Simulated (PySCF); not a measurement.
Isomers of C2H13NSi4, mass 163.013 u with the commonest isotopes. Level of theory: PBE0/pcSseg-1 in PySCF (dipole) on a GFN2-xTB geometry, gas phase. One conformer each, none proved a minimum here; rigid rotors.

Question: Order these by rotational constant A, largest first.
A. `[CH2:1]=[N:2][SiH2:3][Si:4]([CH3:5])([SiH3:6])[SiH3:7]` with C1–N2–Si3–Si4 -109°, N2–Si3–Si4–C5 -176°
B. `[CH3:1][SiH2:2][Si@H:3]1[NH:4][SiH2:5][CH2:6][SiH2:7]1` with C1–Si2–Si3–N4 -175°, Si2–Si3–N4–Si5 119°, Si3–N4–Si5–C6 16°, N4–Si5–C6–Si7 -19°, Si5–C6–Si7–Si3 15°
C. `[CH3:1][NH:2][Si@@H:3]1[CH2:4][SiH2:5][SiH2:6][SiH2:7]1` with C1–N2–Si3–C4 175°, N2–Si3–C4–Si5 -166°, Si3–C4–Si5–Si6 40°, C4–Si5–Si6–Si7 -21°, Si5–Si6–Si7–Si3 1°
D. `[SiH3:1][NH:2][SiH:3]1[SiH2:4][CH2:5][CH2:6][SiH2:7]1` with Si1–N2–Si3–Si4 62°, N2–Si3–Si4–C5 -132°, Si3–Si4–C5–C6 40°, Si4–C5–C6–Si7 -56°, C5–C6–Si7–Si3 39°

Answer: B (2084 MHz), C (1922 MHz), D (1582 MHz), A (1159 MHz).

Question: Order these by dipole moment, smallest first.
A. `[SiH3:1][NH:2][SiH:3]1[SiH2:4][CH2:5][CH2:6][SiH2:7]1` with Si1–N2–Si3–Si4 62°, N2–Si3–Si4–C5 -132°, Si3–Si4–C5–C6 40°, Si4–C5–C6–Si7 -56°, C5–C6–Si7–Si3 39°
B. `[CH3:1][NH:2][Si@@H:3]1[CH2:4][SiH2:5][SiH2:6][SiH2:7]1` with C1–N2–Si3–C4 175°, N2–Si3–C4–Si5 -166°, Si3–C4–Si5–Si6 40°, C4–Si5–Si6–Si7 -21°, Si5–Si6–Si7–Si3 1°
C. `[CH3:1][SiH2:2][Si@H:3]1[NH:4][SiH2:5][CH2:6][SiH2:7]1` with C1–Si2–Si3–N4 -175°, Si2–Si3–N4–Si5 119°, Si3–N4–Si5–C6 16°, N4–Si5–C6–Si7 -19°, Si5–C6–Si7–Si3 15°
D. `[CH2:1]=[N:2][SiH2:3][Si:4]([CH3:5])([SiH3:6])[SiH3:7]` with C1–N2–Si3–Si4 -109°, N2–Si3–Si4–C5 -176°

Answer: C (0.30 D), A (0.58 D), D (1.29 D), B (1.59 D).

Question: Order these by radius of gyration √(Σ m r²/M), largest first.
A. `[SiH3:1][NH:2][SiH:3]1[SiH2:4][CH2:5][CH2:6][SiH2:7]1` with Si1–N2–Si3–Si4 62°, N2–Si3–Si4–C5 -132°, Si3–Si4–C5–C6 40°, Si4–C5–C6–Si7 -56°, C5–C6–Si7–Si3 39°
B. `[CH3:1][SiH2:2][Si@H:3]1[NH:4][SiH2:5][CH2:6][SiH2:7]1` with C1–Si2–Si3–N4 -175°, Si2–Si3–N4–Si5 119°, Si3–N4–Si5–C6 16°, N4–Si5–C6–Si7 -19°, Si5–C6–Si7–Si3 15°
C. `[CH3:1][NH:2][Si@@H:3]1[CH2:4][SiH2:5][SiH2:6][SiH2:7]1` with C1–N2–Si3–C4 175°, N2–Si3–C4–Si5 -166°, Si3–C4–Si5–Si6 40°, C4–Si5–Si6–Si7 -21°, Si5–Si6–Si7–Si3 1°

Answer: B (2.378 Å), C (2.335 Å), A (2.238 Å).

```
                        SMILES  point group  Ia (u·Å²)  Ib (u·Å²)  Ic (u·Å²)      κ  μa (D)  μb (D)  μc (D)
 C[SiH2][Si@H]1N[SiH2]C[SiH2]1           C1     242.53     723.16     878.69  -0.84    0.07    0.17    0.24
  [SiH3]N[SiH]1[SiH2]CC[SiH2]1           C1     319.39     603.02     710.06  -0.71    0.45    0.03    0.36
CN[Si@@H]1C[SiH2][SiH2][SiH2]1           C1     263.00     651.51     862.64  -0.72    1.12    0.20    1.10
C=N[SiH2][Si](C)([SiH3])[SiH3]           C1     436.08     626.55     708.80  -0.58    0.50    1.01    0.63
```
